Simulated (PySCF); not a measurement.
Telling isomers of C8H8N2 apart by NMR

Theory: PBE0/pcSseg-1 with gauge-including orbitals, PBE0-D3(BJ)/def2-SVP geometry, in PySCF 2.14.0 with density-fitted response routines (rapidly exchanging positions averaged, relativity neglected, one computed conformer, no solvent model).

Chemical shifts δ = σref − σ; 1H and 13C against TMS, all at this level. Where no couplings were computed, multiplicities follow the n + 1 count of equivalent neighbours, and m marks all less simple cases (inequivalent or close neighbours, rings, F or P nearby). Shifts are as computed. Against solution values, carbons near 30 ppm lie about +2 ppm off and those near 130 ppm about +5 ppm. Of 1313 compounds with measured shifts, 239 miss one by over three times the rms of a fit or turn the order of signals round; such compounds aren't used in these exercises.

(1) Tabulate the signals of `Cc1ccc2nccn2c1`, `C#Cc1ccnn1C1CC1` and their relative energies.

(2) What is the quickest way to tell Cc1ccc2nccn2c1 from C#Cc1ccnn1C1CC1?

Answers

(1) 
```tsv
SMILES	carbon types	δC	δH	E rel. (kcal/mol)
Cc1ccc2nccn2c1	2×C 5×CH 1×CH3	147.2, 140.5, 129.4, 127.0, 126.2, 124.7, 114.6, 20.5	7.91 (s, 1H), 7.68 (m, 1H), 7.67 (d, 1H), 7.46 (m, 1H), 7.06 (d, 1H), 2.36 (s, 3H)	0.0
C#Cc1ccnn1C1CC1	2×C 4×CH 2×CH2	140.5, 128.0, 118.2, 95.2, 75.9, 32.6, 9.4	7.34 (m, 1H), 6.57 (m, 1H), 3.86 (m, 1H), 3.69 (s, 1H), 1.40 (m, 2H), 0.89 (m, 2H)	76.9
```

Energies are electronic energies at PBE0/pcSseg-1 on these geometries, without zero-point or thermal terms, each for the one conformer computed, which needn't be the lowest.

(2) Count the carbon signals: 8 against 7. The first has a methyl carbon on an aromatic ring (CH3) at 20.5 ppm, the second a three-membered-ring carbon (CH) at 32.6 ppm. Their most deshielded carbons lie at 147.2 and 140.5 ppm. In the proton spectra the most deshielded non-exchanging signals are 7.91 (s, 1H) and 7.34 (m, 1H).
